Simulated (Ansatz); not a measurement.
System: C3HF4, charge 0, multiplicity 2. It need not be the lowest isomer of its formula. 
Coordinates optimised at B3LYP-D3(BJ)/def2-TZVP (Ansatz, an electronic-structure program):
SMILES: F/[C]=C/C(F)(F)F
```xyz
8

F      2.2558    -0.4195    -0.5784
C      1.7543     0.4874     0.2018
C      0.5216     0.7655     0.5570
C     -0.7004     0.0277     0.0975
F     -1.3724    -0.4894     1.1475
F     -0.4186    -0.9807    -0.7404
F     -1.5534     0.8594    -0.5367
H      0.3454     1.5885     1.2350
```
Charge 0, spin multiplicity 2.

Wanted: atomisation energy (electronic, to ground-state atoms), in eV. Valence correlation only, unless marked. UHF or UKS for open shells. Spin-orbit coupling is left out. Non-relativistic unless marked X2C. The coupled-cluster limit lacks core correlation, which all-electron functionals hold. CBS marks a two-point X^-3 extrapolation of the correlation energy; Hartree-Fock from the larger set.

The UHF reference is spin-contaminated (<S^2> 0.17 over the pure value in the largest basis). 

```tsv
level	program	atomisation energy (eV)
B3LYP-D3(BJ)/def2-TZVPD	Ansatz + dftd3	34.12
BHLYP-D3(BJ)/def2-TZVPD	Ansatz + dftd3	___
r2SCAN0-D4/def2-TZVPD	Ansatz + dftd4	___
HSE06/def2-TZVPD	Ansatz	34.75
LC-wPBE-D4/def2-TZVPD	Ansatz + dftd4	34.96
wB97X-V/def2-TZVPD	Ansatz	___
X2C-CCSD(T)/cc-pVTZ-DK	Ansatz	33.10
CCSD(T)/CBS(cc-pVTZ,cc-pVQZ)	Ansatz	___
```

Complete the blanks.


- BHLYP-D3(BJ)/def2-TZVPD, atomisation energy (eV): 32.10
- r2SCAN0-D4/def2-TZVPD, atomisation energy (eV): 33.57
- wB97X-V/def2-TZVPD, atomisation energy (eV): 34.37
- CCSD(T)/CBS(cc-pVTZ,cc-pVQZ), atomisation energy (eV): 34.16
